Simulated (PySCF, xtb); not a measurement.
Cd(Cl)(NH2) (CdClH2N), SMILES [Cl][Cd][NH2]. The values are those of a single conformer.

Harmonic wavenumbers (cm⁻¹) from GFN2-xTB (xtb) at its own minimum, in rising order: 39, 109, 269, 388, 653, 687, 1511, 3293, 3372.

Problem. What does PySCF 2.14.0 with B3LYP-D3(BJ)/def2-TZVP give at its own minimum? (The exact figures need the calculation; the answer reports its results.)

Solution. 113, 114, 346, 546, 653, 829, 1560, 3471, 3560. Paired by order, the mean absolute difference is 97 cm⁻¹ and the zero-point energies are 14.8 and 16.0 kcal/mol.
